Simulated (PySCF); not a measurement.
An unknown is described by computed data only.

Formula: C6H9NS2Si.

| Quantity | Value |
| --- | --- |
| NMR, other nuclei | isotropic shieldings of nuclei other than C and H, by class: -93 (1 N), 322 (1 Si), 595 (2 S) ppm [GIAO PBE0/pcSseg-1] |
| Rotational structure | rotational constants A, B, C: 1.220, 0.635, 0.626 GHz [GFN2-xTB] |
| 13C NMR | chemical shifts (computed TMS as zero) by class: 123.0 (1 C), 42.1 (2 C), 4.0 (2 C), 0.9 (1 C) ppm [GIAO PBE0/pcSseg-1] |
| 1H NMR | chemical shifts (computed TMS as zero) by class: 3.04 (2 H), 2.99 (2 H), 0.85 (2 H), 0.67 (2 H), 0.00 (1 H) ppm [GIAO PBE0/pcSseg-1] |
| Dipole | 4.07 D [PBE0/pcSseg-1] |

The electronic properties come from PySCF, for the isolated species, density fitting. Levels stand in brackets. Geometry: GFN2-xTB, one conformer, isolated molecule. NMR classes are plain means over equivalent atoms (diastereotopic ones count apart unless rotation or inversion swaps them), as if these changed places fast.

Problem. What is the compound? Reason from the data.

Solution. Numbering: `[N:1]#[C:2][Si:3]1([CH:4]2[CH2:5][CH2:6]2)[S:7][CH2:8][CH2:9][S:10]1`. Its formula, C6H9NS2Si, gives 4 degrees of unsaturation: 2 rings and 2 π bonds in the structure found. 6 carbons fall into 4 classes; from least to most shielded: cyano carbon [C2] (123.0 ppm), ring sp3 carbon bound to sulfur [C8/C9] (42.1 ppm, 2 C), three-membered-ring carbon [C5/C6] (4.0 ppm, 2 C), ring sp3 carbon bound to silicon [C4] (0.9 ppm). Hydrogen classes from least to most shielded: 2 H on 2 like atoms (sp3 carbon bound to sulfur), C8/C9 (3.04 ppm), 2 H on 2 like atoms (sp3 carbon bound to sulfur), C8/C9 (2.99 ppm), 2 H on 2 three-membered-ring carbons, C5/C6 (0.85 ppm), 2 H on 2 three-membered-ring carbons, C5/C6 (0.67 ppm), 1 H on an sp3 carbon bound to silicon, C4 (0.00 ppm). The other shieldings belong to: -93 ppm, cyano nitrogen [N1]; 322 ppm, four-coordinate silicon [Si3]; 595 ppm, sulfur bonded to C and Si [S7/S10]. The optimised geometry has point group C1 and is an asymmetric top. Structure: `N#C[Si]1(C2CC2)SCCS1`. The assignments are read from this structure; whether some other isomer fits the data as well wasn't checked.
